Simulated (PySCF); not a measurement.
1,3-propanesultone, C3H6O3S.
Structure used (GFN2-xTB), in Å, numbered top down from 1:
```
atom  x, y, z in Å
O1     2.5075   -0.5606   -0.6872
S2     1.3935   -0.5090    0.1971
O3     1.6115   -0.8021    1.5781
C4     0.4443    1.0519    0.0740
C5    -0.9239    0.5926   -0.3897
C6    -0.9994   -0.8909   -0.0015
O7     0.2244   -1.4723   -0.3819
H8     0.4419    1.4770    1.0722
H9     0.9579    1.7015   -0.6240
H10   -1.7354    1.1583    0.0666
H11   -1.0031    0.6754   -1.4747
H12   -1.1301   -1.0005    1.0820
H13   -1.7935   -1.4207   -0.5287
```

Computed with PBE0/def2-SVPD in PySCF (dipole) on a GFN2-xTB geometry, gas phase.

Masses are those of the commonest isotopes; rigid-rotor values at the optimised geometry. The values belong to one conformer with, in the numbering `[O:1]=[S:2]1(=[O:3])[CH2:4][CH2:5][CH2:6][O:7]1`, O1–S2–C4–C5 118°, S2–C4–C5–C6 21°, C4–C5–C6–O7 -45°, C5–C6–O7–S2 49°.

Give the principal moments of inertia and the rotational constants in GHz.

Ia = 124.64, Ib = 230.90, Ic = 248.36 u·Å²; 505379 MHz·u·Å²/I gives 4055, 2189 and 2035 MHz, that is A = 4.0548, B = 2.1887, C = 2.0349 GHz.

What kind of rotor is it?

An asymmetric top; Ray's κ = -0.848.

Is it planar, by Δ = Ic − Ia − Ib?

Not planar: Δ = Ic − Ia − Ib = -107.18 u·Å². For a rigid frame Δ = −2 Σ m c², so Σ m c² = 53.59 u·Å² lies off the ab plane: 4.95 from hydrogen and 48.64 from heavier atoms. The atom farthest from that plane is 1.36 Å away.

Which lines would a microwave search look for?

The dipole components are |μa| = 5.47 D, |μb| = 1.77 D, |μc| = 0.49 D. The squared components, which scale the intensities, stand as 1.00 : 0.11 : 0.01 (a : b : c). Some lines, for components of 0.1 D or more:

| type | branch | J(Ka,Kc) | MHz | lower level (cm⁻¹) |
| --- | --- | --- | --- | --- |
| c | Q | 2(1,2) ← 2(0,2) | 1721 | 0.422 |
| b | Q | 3(2,1) ← 3(1,2) | 5419 | 0.925 |
| c | Q | 2(2,1) ← 2(1,1) | 5598 | 0.495 |
| b | Q | 2(2,0) ← 2(1,1) | 5607 | 0.495 |
| b | Q | 2(2,1) ← 2(1,2) | 6060 | 0.480 |
| b | R | 1(1,1) ← 0(0,0) | 6090 | 0.000 |
| c | R | 1(1,0) ← 0(0,0) | 6244 | 0.000 |
| b | Q | 3(2,2) ← 3(1,3) | 6296 | 0.895 |
| b | Q | 4(3,1) ← 4(2,2) | 9613 | 1.672 |
| c | Q | 3(3,1) ← 3(2,1) | 9675 | 1.106 |
| c | R | 2(1,1) ← 1(0,1) | 10621 | 0.141 |
| b | R | 3(0,3) ← 2(1,2) | 10913 | 0.480 |
| b | Q | 4(4,1) ← 4(3,2) | 13585 | 1.993 |
| b | R | 3(1,3) ← 2(0,2) | 14156 | 0.422 |
| c | R | 2(2,0) ← 1(1,0) | 14208 | 0.208 |
| c | R | 2(2,1) ← 1(1,1) | 14353 | 0.203 |
| b | R | 2(2,0) ← 1(1,1) | 14362 | 0.203 |
| c | R | 3(1,2) ← 2(0,2) | 15079 | 0.422 |
| a | R | 4(3,2) ← 3(3,1) | 16912 | 1.429 |
| c | R | 3(2,1) ← 2(1,1) | 18315 | 0.495 |
| c | R | 3(2,2) ← 2(1,2) | 18731 | 0.480 |
| b | R | 3(2,1) ← 2(1,2) | 18776 | 0.480 |
| b | R | 4(2,3) ← 3(1,2) | 22261 | 0.925 |
| c | R | 4(2,2) ← 3(1,2) | 22396 | 0.925 |
| b | R | 4(3,1) ← 3(2,2) | 26635 | 1.105 |
| b | R | 4(4,0) ← 3(3,1) | 30497 | 1.429 |

No frequency check. No vibrational averaging or centrifugal distortion is included, and the geometry carries the error of its method.
